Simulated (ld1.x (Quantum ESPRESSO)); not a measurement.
# Configuration tests for P (Z = 15) (TM)

- Element: phosphorus (P)
- Generator: ld1.x (Quantum ESPRESSO) 7.5
- Type: norm-conserving Troullier–Martins (Kleinman–Bylander form)
- Functional: LDA (PZ)
- Relativity: scalar-relativistic
- Frozen core: [Ne]
- Valence charge: 5
- Reference configuration: 3s2 3p2 (charge +1)
- Partial waves: 3p (bound): rc 1.75 bohr; 3d channel at 0.3 Ry: rc 1.60 bohr; 3s (bound): rc 1.40 bohr
- Local potential: the s channel
- Core correction: a·sin(br)/r model core inside 1.25 bohr

Energies are relative to the spin-unpolarised reference configuration 3s2 3p2; without spin polarisation the order of configurations can differ from experiment. Spin-polarised rows fill each open shell by Hund’s rule, majority spin first. The frozen-core shift is the all-electron ΔE with the core orbitals held at their reference shape minus the fully relaxed ΔE.

```json
{"valence configuration": "3s2 3p3", "charge": "0", "ΔE all-electron (eV)": "-9.821", "error AE − PS (meV)": "+4.8", "frozen-core shift (meV)": "+0.8"}
{"valence configuration": "3s2 3p0", "charge": "+3", "ΔE all-electron (eV)": "49.144", "error AE − PS (meV)": "+62", "frozen-core shift (meV)": "+37"}
{"valence configuration": "3s2 3p3.3", "charge": "-0.3", "ΔE all-electron (eV)": "-11.157", "error AE − PS (meV)": "+6.5", "frozen-core shift (meV)": "+1.0"}
{"valence configuration": "3s2 3p2.5", "charge": "+0.5", "ΔE all-electron (eV)": "-6.000", "error AE − PS (meV)": "+1.8", "frozen-core shift (meV)": "+0.3"}
{"valence configuration": "3s0 3p5", "charge": "0", "ΔE all-electron (eV)": "7.316", "error AE − PS (meV)": "-0.4", "frozen-core shift (meV)": "+0.3"}
{"valence configuration": "3s2 3p2 (spin-polarised)", "charge": "+1", "ΔE all-electron (eV)": "-0.843", "error AE − PS (meV)": "+30", "frozen-core shift (meV)": "+1.0"}
{"valence configuration": "3s2 3p3 (spin-polarised)", "charge": "0", "ΔE all-electron (eV)": "-11.331", "error AE − PS (meV)": "+51", "frozen-core shift (meV)": "+2.5"}
```

Question: What are ΔE and the potential's error for 3s2 3p1?

Answer: ΔE = 19.249 eV all-electron; the error (AE − PS) is +10 meV.

Question: What are ΔE and the potential's error for 3s1 3p0?

Answer: ΔE = 101.333 eV all-electron; the error (AE − PS) is +194 meV.

Levels in the configuration 3s0 3p5:

```json
{"level": "3p", "all-electron (eV)": "-6.667", "pseudo (eV)": "-6.668"}
```
